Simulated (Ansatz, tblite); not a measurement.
Removing and adding an electron: the cluster Sn4Se4 (the lowest singlet isomer of a short search). The state is a singlet with charge 0. Geometry: PBE-D4/def2-SVP. Ansatz, gas phase; energy differences of separate SCF runs; the oxidised species was run as a doublet alone; the reduced species was run as a doublet alone.

```
atom   x (Å)   y (Å)   z (Å)
 Sn1   0.083  -1.844  -1.465
 Sn2  -1.843  -0.231   1.450
 Sn3   1.987   0.089   1.264
 Sn4  -0.226   1.986  -1.249
 Se5  -2.069  -0.093  -1.316
 Se6  -0.086   1.920   1.525
 Se7   0.236  -2.068   1.300
 Se8   1.919   0.240  -1.510
```

In the def2 sets Sn takes a core potential; there is no spin–orbit coupling. The xTB rows come from tblite. HOMO above LUMO, or a gap near zero within one spin, warns that the state may not be the lowest or that an electron is smeared out. The structure comes from a short search, and lower isomers may exist.

(1) Estimate orbital energies and vertical ionisation energies and electron affinities at: GFN1-xTB; GFN2-xTB; PBE-D4/def2-SVP; PBE0-D4/def2-SVP.

## Answers

(1) 
```json
{"level": "GFN1-xTB", "−HOMO (eV)": "9.49", "vertical IE (eV)": "11.80", "−LUMO (eV)": "6.23", "vertical EA (eV)": "3.97", "HOMO–LUMO gap (eV)": "3.26", "IE − EA (eV)": "7.83", "remarks": "–"}
{"level": "GFN2-xTB", "−HOMO (eV)": "11.04", "vertical IE (eV)": "12.87", "−LUMO (eV)": "7.66", "vertical EA (eV)": "5.87", "HOMO–LUMO gap (eV)": "3.38", "IE − EA (eV)": "7.00", "remarks": "–"}
{"level": "PBE-D4/def2-SVP", "−HOMO (eV)": "5.26", "vertical IE (eV)": "7.26", "−LUMO (eV)": "2.75", "vertical EA (eV)": "0.97", "HOMO–LUMO gap (eV)": "2.51", "IE − EA (eV)": "6.29", "remarks": "HOMO above zero (-1 doublet), gap within one spin near zero (+1 doublet), gap within one spin near zero (-1 doublet)"}
{"level": "PBE0-D4/def2-SVP", "−HOMO (eV)": "6.14", "vertical IE (eV)": "7.56", "−LUMO (eV)": "2.17", "vertical EA (eV)": "0.93", "HOMO–LUMO gap (eV)": "3.97", "IE − EA (eV)": "6.63", "remarks": "HOMO above zero (-1 doublet)"}
```

   A HOMO above zero means that the electron is unbound at that level or that self-interaction error raises the level; the energy of removing that electron tells which. Raw xTB energy differences between charge states are shifted by several eV; the methods need an empirical correction for them. Sets without diffuse functions give affinities that are too small.
